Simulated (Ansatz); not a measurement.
```yaml
atoms:
  - { symbol: C, position_ang: [-0.0437, -0.3956, -0.3064] }
  - { symbol: C, position_ang: [0.0726, -0.4875, 1.1770] }
  - { symbol: O, position_ang: [-0.0794, 0.9361, -0.7397] }
  - { symbol: H, position_ang: [-0.8870, -1.0361, -0.7857] }
  - { symbol: H, position_ang: [0.9184, -0.8804, -0.7866] }
  - { symbol: H, position_ang: [-0.0357, -1.4719, 1.5282] }
  - { symbol: H, position_ang: [0.9016, 0.0771, 1.5794] }
  - { symbol: H, position_ang: [-0.8975, 0.0596, 1.4989] }
  - { symbol: H, position_ang: [-0.0576, 0.9935, -1.7552] }
```

Basis set: STO-3G (spherical functions). Correlated methods keep 3 orbitals frozen. Charge 0, multiplicity 1.

Computed with Ansatz (development build ahead of 0.2.0); each method stands on the lowest determinant of its kind that the runs found. Restricted open shells among the atoms or ions are ROHF, correlated in semicanonical orbitals with singles.

Give the atomization energy at this shape (free ground-state atoms in the same class of orbitals less the molecule, no zero-point energy) of singlet C₂H₆O by RHF-MP2, RHF.

```tsv
method	atomization energy
RHF-MP2	3222.9 kJ/mol
RHF	2897.0 kJ/mol
```

Caution: the shape is not the minimum.

This basis has no polarisation functions and is too small for such energies, which can lie far from measured ones in either direction.
